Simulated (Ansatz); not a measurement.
`[OH][InH][Br]` + CH₃OH → `C[O][InH][Br]` + H₂O at 500 K and 1 bar (ligand exchange at the In–O bond).

Program: Ansatz. Geometries: PBE0-D4/def2-TZVP. ΔE: electronic, gas phase. CCSD(T)/CBS is the MP2 limit (def2-TZVPP, def2-QZVPP) plus CCSD(T) − MP2 in def2-TZVPP, frozen cores. This one scheme is used for every species. def2 core potentials past Kr. For Br, In outer-core shells are correlated without core-valence functions, which leaves a few kJ/mol of doubt a bond. Scalar relativity is left out up to krypton. Each species was taken in one conformer, which may not be the lowest.

| species | CCSD(T)/CBS energy (Eh) | H − E (kJ/mol) | S (J/(mol·K)) |
| --- | --- | --- | --- |
| `[OH][InH][Br]` | -2839.57190 | 84.5 | 367.3 |
| CH₃OH | -115.61712 | 157.0 | 265.4 |
| `C[O][InH][Br]` | -2878.81206 | 168.1 | 422.1 |
| H₂O | -76.37941 | 73.2 | 206.3 |

H − E and S are ideal-gas, rigid-rotor, harmonic terms from PBE0-D4/def2-TZVP, for one conformer and one mirror image of each species. 1 Eh = 2625.50 kJ/mol, R = 8.31446 J/(mol·K).

Question: By hand: ΔE, ΔH, ΔS and ΔG.

Answer: ΔE = (-2878.81206) + (-76.37941) − (-2839.57190) − (-115.61712) = -0.00245 Eh = -6.4 kJ/mol. Δ(H − E) = 168.1 + 73.2 − 84.5 − 157.0 = -0.2, so ΔH = -6.6 kJ/mol. ΔS = 422.1 + 206.3 − 367.3 − 265.4 = -4.3 J/(mol·K). ΔG = -6.6 − 500 × (-4.3)/1000 = -4.4 kJ/mol.

Question: By hand: the equilibrium constant, and the temperature at which ΔG would vanish if ΔH and ΔS stayed fixed.

Answer: log₁₀ K = −ΔG/(RT ln 10) = 0.5. ΔG = 0 at ΔH/ΔS = 1535 K, though so small a ΔH makes that figure unsure.

The number of gas molecules stays the same, so ΔS is small and ΔH decides. The sign of ΔG lies within the doubt. A doubt of 5 kJ/mol in ΔE shifts log₁₀ K by 0.5 here. Other conformers and mirror images would add mixing entropy, several J/(mol·K) or more a flexible species. These are equilibria of isolated gas molecules and say nothing of rates. Largest T1 diagnostic: 0.014 (customary marks: 0.02 for closed shells, 0.045 for open ones).
